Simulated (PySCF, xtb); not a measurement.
As₂, SMILES [As]#[As].

Coordinates come from a B3LYP-D3(BJ)/def2-TZVP optimisation.

Method: C-PCM-PBE0/def2-TZVPD run with PySCF.

The values are the electrostatic part of the solvation free energy, E(continuum) − E(gas) at the gas-phase geometry, in a cavity of scaled van der Waals radii (PySCF's table); cavitation and dispersion terms are not included. In vacuum the orbital gap is 4.74 eV. The dipole moment in vacuum is 0.00 D.

| solvent | ε | ΔG(elec) (kcal/mol) | dipole (D) | gap (eV) |
|---|---|---|---|---|
| water | 78.36 | -0.4 | 0.00 | 4.78 |
| cyclohexanone | 15.62 | -0.4 | 0.00 | 4.78 |
| toluene | 2.37 | -0.2 | 0.00 | 4.76 |

For comparison, GFN2-xTB/ALPB(water) (xtb, at the GFN2-xTB geometry, all terms of that model) gives -2.3 kcal/mol.
